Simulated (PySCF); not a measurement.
C₃H₃, SMILES [C]#CC, multiplicity 2. Atoms are numbered in the order given.

```xyz
6

C      0.0503    -1.5739     0.0000
C     -0.1062    -0.3138     0.0000
C      0.0170     1.1332     0.0000
H      1.0852     1.3816     0.0000
H     -0.4259     1.5726     0.8965
H     -0.4259     1.5726    -0.8965
```
Charge 0, spin multiplicity 2.

Geometry: ωB97X-D3(BJ)/def2-TZVP. The isomer is the one that the SMILES or the coordinates give; other isomers of the formula were not compared.

Level of theory: TDA-PBE/def2-SVPD (PySCF 2.14.0).

Vertical excitations. Gas-phase values at a fixed geometry.

Question: List the lowest excited states. (An estimate is asked for; the answer gives what the named calculation found.)

Answer: 
| state | energy (eV) | λ (nm) | f | main pairs |
|---|---|---|---|---|
| root 1 | 0.48 | 2564 | 0.001 | β HOMO→LUMO 99 % |
| root 2 | 0.84 | 1482 | 0.008 | β HOMO−1→LUMO 97 % |
| root 3 | 5.22 | 238 | 0.008 | α HOMO−1→LUMO 23 %, α HOMO→LUMO+1 17 %, β HOMO→LUMO+2 28 %, β HOMO−2→LUMO 11 %, β HOMO−1→LUMO+1 10 %, β HOMO−1→LUMO+3 8 % |
| root 4 | 5.29 | 234 | 0.000 | β HOMO−3→LUMO 98 % |
| root 5 | 5.36 | 231 | 0.023 | α HOMO→LUMO+1 7 %, β HOMO−2→LUMO 84 % |
| root 6 | 5.56 | 223 | 0.000 | α HOMO→LUMO 54 %, α HOMO−1→LUMO+1 12 %, β HOMO−1→LUMO+2 13 %, β HOMO→LUMO+1 11 %, β HOMO→LUMO+3 6 % |
| root 7 | 5.59 | 222 | 0.000 | α HOMO−1→LUMO 32 %, α HOMO→LUMO+1 26 %, β HOMO→LUMO+2 15 %, β HOMO−1→LUMO+1 15 %, β HOMO−1→LUMO+3 8 % |
| root 8 | 6.17 | 201 | 0.005 | β HOMO−4→LUMO 95 % |
| root 9 | 6.23 | 199 | 0.002 | α HOMO→LUMO 42 %, α HOMO−1→LUMO+1 30 %, β HOMO−1→LUMO+2 15 %, β HOMO→LUMO+1 11 % |
| root 10 | 6.28 | 198 | 0.000 | α HOMO−1→LUMO+1 6 %, β HOMO→LUMO+1 74 %, β HOMO−1→LUMO+2 17 % |
Unrestricted roots are not spin-pure.
